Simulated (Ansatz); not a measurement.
Stepwise reaction of `O[SiH]([SiH3])[SiH3]` with hydrogen fluoride, as a gas-phase model of exchange steps in deposition or etching. ΔE in kJ/mol; ΔG adds harmonic PBE0-D4 terms to CCSD(T)/CBS, at 1 bar.

Gas-phase electronic energies from Ansatz, PBE0-D4/def2-TZVP geometries. CBS: MP2 limit from def2 TZ/QZ plus the TZ coupled-cluster correction, frozen cores. This one scheme is used for every species. Functionals use def2-TZVPP. B3LYP here is the variant with VWN-RPA as its local correlation; programs differ in this. Each species was taken in one conformer, which may not be the lowest.

```json
{"step": "1", "reaction": "`O[SiH]([SiH3])[SiH3]` + H–F → `O[SiH](F)[SiH3]` + SiH₄", "PBE-D4": "-129.7", "B3LYP-D4": "-154.0", "ωB97M-V": "-159.4", "CCSD(T)/CBS": "-150.6", "ΔG(500 K)": "-146.4"}
{"step": "2", "reaction": "`O[SiH](F)[SiH3]` + H–F → `O[SiH](F)F` + SiH₄", "PBE-D4": "-151.1", "B3LYP-D4": "-174.2", "ωB97M-V": "-180.7", "CCSD(T)/CBS": "-174.0", "ΔG(500 K)": "-170.7"}
```

(1) By hand: ΔE of the 2 steps together at CCSD(T)/CBS.

Answers

(1) (-150.6) + (-174.0) = -324.6 kJ/mol, or -162.3 kJ/mol a step.

In ΔE each step is lower than the one before. All are downhill at CCSD(T)/CBS. ΔG lies between -170.7 and -146.4 kJ/mol a step. PBE-D4 differs from CCSD(T)/CBS by 20.9 to 22.9 kJ/mol a step. Only this route is followed, and other bonds may react first. Isolated molecules leave out the surface, adducts and barriers. Largest T1 diagnostic: 0.013.
